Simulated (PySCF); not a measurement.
**BiS⁻: input and log**

State: ³Σ⁻ (triplet), unpaired electrons π ↑↑.

An equivalent input (the run itself took its basis sets from the Basis Set Exchange, started from a PBE0 density and held the occupation σ 9α 9β, πx 5α 4β, πy 5α 4β, δx 1α 1β, δy 1α 1β):

```python
from pyscf import gto, dft
mol = gto.M(atom='Bi 0 0 0; S 0 0 2.44', basis={'Bi': 'def2-SVPD', 'S': 'def2-SVPD'}, ecp={'Bi': 'def2-SVPD'},
            charge=-1, spin=2, verbose=4, symmetry='C2v')
mf = dft.UKS(mol, xc='M062X')
mf.grids.atom_grid = (80, 434)
mf.grids.prune = dft.gen_grid.treutler_prune
mf.irrep_nelec = {'A1': (10, 10), 'A2': (1, 1), 'B1': (5, 4), 'B2': (5, 4)}
mf.conv_tol = 1e-9
mf.max_cycle = 60
mf.diis_space = 10
mf.kernel()
```

The log (some set-up lines and the per-cycle HOMO/LUMO lines removed):

```
******** <class 'pyscf.dft.uks_symm.SymAdaptedUKS'> ********
method = SymAdaptedUKS
damping factor = 0
level_shift factor = 0
DIIS = <class 'pyscf.scf.diis.CDIIS'>
diis_start_cycle = 1
diis_space = 10
diis_damp = 0
SCF conv_tol = 1e-09
SCF conv_tol_grad = None
SCF max_cycles = 60
number electrons alpha = 21  beta = 19
Set gradient conv threshold to 3.16228e-05
init E= -612.62679297908
cycle= 1 E= -612.631133551463  delta_E= -0.00434  |g|= 0.0195  |ddm|= 0.251
cycle= 2 E= -612.631450469027  delta_E= -0.000317  |g|= 0.0185  |ddm|= 0.0684
cycle= 3 E= -612.631749941653  delta_E= -0.000299  |g|= 0.00789  |ddm|= 0.0335
cycle= 4 E= -612.631862227721  delta_E= -0.000112  |g|= 0.00222  |ddm|= 0.0295
cycle= 5 E= -612.631875106779  delta_E= -1.29e-05  |g|= 0.0011  |ddm|= 0.00799
cycle= 6 E= -612.631880136982  delta_E= -5.03e-06  |g|= 0.000403  |ddm|= 0.00657
cycle= 7 E= -612.631880939102  delta_E= -8.02e-07  |g|= 0.000173  |ddm|= 0.00289
cycle= 8 E= -612.631881069075  delta_E= -1.3e-07  |g|= 7.38e-05  |ddm|= 0.00121
cycle= 9 E= -612.631881093998  delta_E= -2.49e-08  |g|= 1.77e-05  |ddm|= 0.000608
cycle= 10 E= -612.631881095172  delta_E= -1.17e-09  |g|= 3.24e-06  |ddm|= 0.000127
cycle= 11 E= -612.631881095192  delta_E= -1.97e-11  |g|= 4.94e-07  |ddm|= 1.54e-05
Extra cycle  E= -612.631881095193  delta_E= -1.36e-12  |g|= 2.8e-07  |ddm|= 2.23e-06
converged SCF energy = -612.631881095193  <S^2> = 2.0201341  2S+1 = 3.0133928
```

Repeating this along the bond gives Re = 2.449 Å and ωe = 364 cm⁻¹.

A point of this curve took 0.9 CPU seconds beside 0.16 for the integrals, on Intel Xeon 6975P-C (shared host).

Spin–orbit coupling is left out, which matters for elements this heavy, above all for dissociation energies. The state was picked by a PBE0 search and need not be the measured ground state.
